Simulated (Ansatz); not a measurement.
Total energies of CH3ClFISi (`FC(I)[SiH2]Cl`).

Cartesian coordinates in Å:
```
F 1.223 1.324 -0.832
C 0.794 0.059 -0.526
I 2.227 -0.906 0.755
Si -0.888 0.146 0.346
Cl -1.612 -1.759 0.507
H 0.794 -0.542 -1.437
H -0.721 0.744 1.686
H -1.817 0.934 -0.498
```

Charge 0, multiplicity 1. Correlated methods include outer-core shells of I, which these sets cover unevenly. I: def2 effective core potential. The geometry is a stationary point of PBE0-D4/def2-TZVP. It is one conformer, not always the lowest. Basis def2-TZVPP, Ansatz.

RPA on PBE orbitals: Hartree–Fock energy of these orbitals -1184.19776 Eh, correlation -1.79893 Eh (frozen core).

```
             functional  energy without D4 (Eh)  D4 term (kJ/mol)
            LDA (SPW92)             -1183.21175                 –
                    PBE             -1186.77800             -24.5
                 revPBE             -1187.12273             -64.0
                   BLYP             -1187.18467             -52.9
                 r2SCAN             -1187.27130              -5.6
                 B97M-V             -1187.03021                 –
                   PBE0             -1186.87205             -21.0
                  B3LYP             -1187.40550             -40.4
                r2SCANh             -1187.25025              -6.2
                r2SCAN0             -1187.22001              -6.9
HSE06 (plane-wave form)             -1186.85011             -19.9
                  BHLYP             -1187.16329             -34.8
              CAM-B3LYP             -1187.25255             -21.9
                LC-ωPBE             -1187.01318                 –
                ωB97X-V             -1187.10567                 –
                ωB97M-V             -1187.17199                 –
                 B2PLYP             -1186.76862                 –
               PBE-QIDH             -1186.53419                 –
```

B3LYP takes the VWN-RPA correlation (the form of Gaussian; ORCA's B3LYP/G). HSE06 is the plane-wave form, built on full-range PBE exchange. The double hybrids freeze the cores in their second-order part.

LC-ωPBE has ω = 0.4 bohr⁻¹.
